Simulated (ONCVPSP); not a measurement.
An all-electron radial function and its pseudo partner (S (Z = 16))

Columns: radius, all-electron u(r) and pseudo u(r) of the 2p shell (level -156.44 eV) of sulfur in the configuration [He] 2s2 2p6 3s2 3p4; revPBE, non-relativistic, ONCV scheme, ONCVPSP 4.0.1.

```json
{"r (bohr)": "0.047", "all-electron": "0.1992", "pseudo": "0.0591"}
{"r (bohr)": "0.095", "all-electron": "0.5672", "pseudo": "0.2291"}
{"r (bohr)": "0.142", "all-electron": "0.9077", "pseudo": "0.4755"}
{"r (bohr)": "0.190", "all-electron": "1.1722", "pseudo": "0.7674"}
{"r (bohr)": "0.237", "all-electron": "1.3400", "pseudo": "1.0490"}
{"r (bohr)": "0.285", "all-electron": "1.4285", "pseudo": "1.2927"}
{"r (bohr)": "0.332", "all-electron": "1.4493", "pseudo": "1.4596"}
{"r (bohr)": "0.380", "all-electron": "1.4217", "pseudo": "1.5453"}
{"r (bohr)": "0.427", "all-electron": "1.3614", "pseudo": "1.5480"}
{"r (bohr)": "0.475", "all-electron": "1.2778", "pseudo": "1.4820"}
{"r (bohr)": "0.522", "all-electron": "1.1836", "pseudo": "1.3702"}
{"r (bohr)": "0.570", "all-electron": "1.0817", "pseudo": "1.2302"}
{"r (bohr)": "0.617", "all-electron": "0.9811", "pseudo": "1.0866"}
{"r (bohr)": "0.665", "all-electron": "0.8810", "pseudo": "0.9469"}
{"r (bohr)": "0.712", "all-electron": "0.7878", "pseudo": "0.8242"}
{"r (bohr)": "0.760", "all-electron": "0.6989", "pseudo": "0.7156"}
{"r (bohr)": "0.807", "all-electron": "0.6188", "pseudo": "0.6250"}
{"r (bohr)": "0.855", "all-electron": "0.5441", "pseudo": "0.5457"}
{"r (bohr)": "0.902", "all-electron": "0.4783", "pseudo": "0.4785"}
{"r (bohr)": "0.950", "all-electron": "0.4182", "pseudo": "0.4182"}
{"r (bohr)": "0.997", "all-electron": "0.3658", "pseudo": "0.3658"}
{"r (bohr)": "1.045", "all-electron": "0.3185", "pseudo": "0.3185"}
{"r (bohr)": "1.092", "all-electron": "0.2777", "pseudo": "0.2777"}
{"r (bohr)": "1.140", "all-electron": "0.2409", "pseudo": "0.2409"}
{"r (bohr)": "1.187", "all-electron": "0.2094", "pseudo": "0.2094"}
{"r (bohr)": "1.235", "all-electron": "0.1812", "pseudo": "0.1812"}
```

**Question.** How many radial nodes do the two functions have?

**Answer.** The all-electron 2p function has n − l − 1 = 0; the pseudo-wave has 0.

**Question.** At about which radius was the pseudo-wave matched?

**Answer.** 0.95 bohr, where the columns begin to agree (steps of 0.05 bohr).

**Question.** Where does each function peak?

**Answer.** Outermost all-electron maximum near 0.33 bohr, pseudo maximum near 0.43 bohr (to the table’s step).

**Question.** Is the pseudo-wave norm-conserving?

**Answer.** Yes: the ONCV scheme keeps the norm inside the radius equal to the all-electron one, which fixes the energy derivative of the logarithmic derivative at the level.
